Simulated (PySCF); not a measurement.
# Au⁷⁵⁺ (gold, charge +75): Hartree-Fock from Schrödinger to Dirac-Coulomb-Breit

Occupied: 1s1/2, 2s1/2. Hartree-Fock calculated with PySCF 2.14 in an even-tempered Gaussian basis (18 s from 21 bohr⁻², ratio 2.3; 15 p from 25 bohr⁻², ratio 2.3), Gaussian nucleus throughout. NR is non-relativistic, sf-X2C the spin-free one-electron X2C Hamiltonian, X2C adds the bare one-electron spin-orbit term, X2C-SNSO screens it by Boettger's factors, DC is four-component Dirac-Coulomb, and the Gaunt and Breit terms are added at first order (total energies over the DC spinors, levels after relaxing the spinors in that mean field). QED terms are absent. Levels marked empty are virtual spinors of this ion.

| Hamiltonian | E (hartree) | E − E(DC) (hartree) | CPU seconds |
| --- | --- | --- | --- |
| NR | -7677.3375 | 801.9887 | 0.42 |
| sf-X2C | -8474.6094 | 4.7168 | 0.25 |
| X2C | -8474.6094 | 4.7168 | 0.26 |
| X2C-SNSO | -8474.6094 | 4.7168 | 0.25 |
| DC | -8479.3262 | 0.0000 | 4.6 |
| DC+Gaunt | -8470.2360 | 9.0902 | 7.6 |
| DC+Breit | -8470.4388 | 8.8875 | 60 |

Give the 2p spin-orbit interval with each Hamiltonian that has one.

X2C 2052; X2C-SNSO 1993; DC 2007; DC+Gaunt 1983; DC+Breit 1983 (eV).

```csv
level (eV),NR,sf-X2C,X2C,X2C-SNSO,DC,DC+Gaunt,DC+Breit
1s1/2,-82727.6,-90761.6,-90761.6,-90761.6,-90874.1,-90656.4,-90659.0
2s1/2,-20061.4,-22534.0,-22534.0,-22534.0,-22548.3,-22521.5,-22524.2
2p1/2 (empty),-19611.0,-20511.7,-21996.0,-21950.2,-21967.2,-21918.5,-21924.7
2p3/2 (empty),-19611.0,-20511.7,-19944.0,-19957.4,-19960.3,-19935.0,-19941.4
3s1/2 (empty),-8683.8,-9517.3,-9517.3,-9517.3,-9521.1,-9513.7,-9514.9
```

Weight of the small component: 1s1/2 0.0905, 2s1/2 0.0223, 2p1/2 0.0221, 2p3/2 0.0200, 3s1/2 0.00937.

Koopmans' value for the highest occupied level at DC+Breit: 22524.2 eV, against an ionisation energy of 22500 ± 100 eV (theoretical estimate listed by NIST; NIST Atomic Spectra Database, ionization energies); the former lacks relaxation, correlation, QED and recoil.

The whole ladder took 75 s of wall time on 1 thread of Neoverse-V1 (shared host), launched as `OMP_NUM_THREADS=1 python relrun2.py TASK.json OUT` (a driver that calls PySCF for each Hamiltonian).

Dirac-Coulomb iterations, started from the X2C spinors:

```
with_ssss True, with_gaunt False, with_breit False
light speed = 137.03599967994
init E= -8370.395466728
cycle= 1 E= -8479.32590346545  delta_E= -109  |g|= 3.46  |ddm|= 0.131
cycle= 2 E= -8479.32623917355  delta_E= -0.000336  |g|= 0.00654  |ddm|= 0.000842
cycle= 3 E= -8479.32623917786  delta_E= -4.31e-09  |g|= 1.3e-05  |ddm|= 8.65e-06
```
